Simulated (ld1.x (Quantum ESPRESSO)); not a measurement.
What one change does to a pseudopotential (nitrogen, TM)

nitrogen, norm-conserving Troullier–Martins (Kleinman–Bylander form), made with ld1.x (Quantum ESPRESSO) 7.5 (PBE, scalar-relativistic). Core [He], reference 2s2 2p3. Waves: 2p (bound): rc 1.50 bohr; 2s (bound): rc 0.65 bohr. Local part: the s channel. Core correction: none.

All-electron outer shells of the reference configuration (PBE, scalar-relativistic, ld1.x):

| shell | level (eV) | outermost node (bohr) | outermost maximum (bohr) |
| --- | --- | --- | --- |
| 1s | -384.72 | – | 0.15 |
| 2s | -18.58 | 0.32 | 1.02 |
| 2p | -7.09 | – | 0.98 |

Change: wave 2p (bound): rc 1.50 bohr becomes 2p (bound): rc 2.30 bohr.

Cutoffs: the cutoffs (Ry, on a coarse ladder) from which the occupation-weighted sum of valence levels, in a spherical-Bessel basis at the reference potential, stays within 10 and 1 mRy of its value at 400 Ry; they do not see the model core or the augmentation charge, which bear on the density cutoff. Errors are all-electron minus pseudo energies relative to the spin-unpolarised reference configuration.

Q: Predict the effect on cutoff, ghosts and configuration errors.

A: Of the 7 tests that both files solve, the error grows in 6 and shrinks in 1 by more than 15 % and 0.3 meV (median size 117.0 → 117.6 meV); neither file shows a bound ghost.

| quantity | base | changed |
| --- | --- | --- |
| cutoff, loose | 180 Ry | 180 Ry |
| cutoff, tight | over 300 Ry | over 300 Ry |
| loose cutoff by channel (10 mRy a level) | p 45 Ry, s 140 Ry | p 25 Ry, s 140 Ry |
| bound ghosts | none | none |
| error for 2s2 2p2, meV [ΔE 13.59 eV] | +15 | +74 |
| error for 2s2 2p1, meV [ΔE 42.45 eV] | +151 | +655 |
| error for 2s2 2p0, meV [ΔE 89.53 eV] | +730 | +2609 |
| error for 2s2 2p2.5, meV [ΔE 5.09 eV] | +1.9 | +10 |
| error for 2s0 2p5, meV [ΔE 23.04 eV] | +117 | +26 |
| error for 2s1 2p3, meV [ΔE 25.37 eV] | +0.6 | -118 |
| error for 2s1 2p0, meV [ΔE 167.35 eV] | +1207 | +4181 |
